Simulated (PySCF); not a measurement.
# Excitation energy of Sb by level of theory

Sb [Kr] 4d10 5s2 5p3 (4S) → Sb [Kr] 4d10 5s2 5p2 5d1 (high-spin determinant), as a difference of total energies. Calculation: PySCF 2.14, in aug-cc-pVQZ-PP with ECP28MDF (7s7p5d3f2g, 92 functions); a scalar-relativistic core potential. Correlated levels: valence: 4s2 4p6 4d10 frozen. The calculations carry no spin-orbit coupling.

| method | excitation energy (eV) |
| --- | --- |
| UHF | 7.144 |
| MP2 (valence) | 7.269 |
| SCS-MP2 (valence) | 7.235 |
| CCSD (valence) | 7.009 |
| CCSD(T) (valence) | 6.809 |

Q: How much does correlation contribute at CCSD(T) (valence)?

A: 6.809 − (7.144) = -0.335 eV, measured against UHF.

The promoted electron is Rydberg-like, and one or two diffuse shells describe it only roughly, which tends to raise the upper state.

The coupled-cluster amplitudes are large for the upper state (T1 above 0.03 or a double amplitude above 0.15), so a single reference is strained.

The determinant of the upper state mixes LS terms, which raises its energy above the lowest term, most at the Hartree-Fock and MP2 levels.
